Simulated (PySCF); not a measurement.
C₄H₉FSi, SMILES C[C@@H]1[C@]([SiH3])(C1)F.

Geometry optimised at PBE-D3(BJ)/def2-SVP. The structure was generated by enumeration; whether it is a known compound was not checked.

Two levels are set side by side: TDA-PBE/def2-SVPD (PySCF) and TDA-PBE0/def2-SVPD (PySCF). Vertical, same geometry. The lowest singlet is HOMO→LUMO 88 % with PBE and HOMO→LUMO+1 52 %, HOMO→LUMO 33 % with the other functional; states are paired by order. Differences are taken from unrounded values.

| quantity | TDA-PBE0 |
|---|---|
| lowest singlet excitation (eV) | 7.28 |
| lowest triplet excitation (TDA) (eV) | 6.91 |
| first bright state (f over 0.05) (eV) | 8.02 |
| its oscillator strength | 0.07 |

**Question.** What does TDA-PBE give, and how far is it from TDA-PBE0? (The exact figures need the calculation; the answer reports its results.)

**Answer.** 
| quantity | TDA-PBE | TDA-PBE minus TDA-PBE0 |
|---|---|---|
| lowest singlet excitation (eV) | 6.43 | -0.85 |
| lowest triplet excitation (TDA) (eV) | 6.23 | -0.67 |
| first bright state (f over 0.05) (eV) | 7.13 | -0.89 |
| its oscillator strength | 0.06 | -0.01 |

Functionals without exact exchange tend to place singlet excitations lower, as here. Differences between two approximate levels are no errors against the true value.

Rough cost on one machine, each run with all the roots and properties that it gave: TDA-PBE0 against TDA-PBE about 3 times.
